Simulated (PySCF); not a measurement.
## CH4OSi, SMILES `[SiH3]C=O` (charge 0, multiplicity 1)

Level of theory: PBE-D3(BJ)/def2-TZVP // B3LYP-D3(BJ)/def2-TZVP (PySCF).

```json
{
 "HOMO": "-5.68 eV",
 "dipole_moment": "1.99 D",
 "HOMO–LUMO gap": "2.85 eV",
 "LUMO": "-2.83 eV",
 "total_energy": "-404.9643 Ha",
 "cost": "about 20 core-seconds (a rough figure)"
}
```

Bonded distances (Å): O1–C2 1.208, C2–Si3 1.930, C2–H4 1.117, Si3–H5 1.482, Si3–H6 1.482, Si3–H7 1.476. Bond angles (°): O1–C2–Si3 123.3, O1–C2–H4 119.2, Si3–C2–H4 117.6, C2–Si3–H5 108.0, C2–Si3–H6 108.0, C2–Si3–H7 109.6, H5–Si3–H6 108.6, H5–Si3–H7 111.3, H6–Si3–H7 111.3.
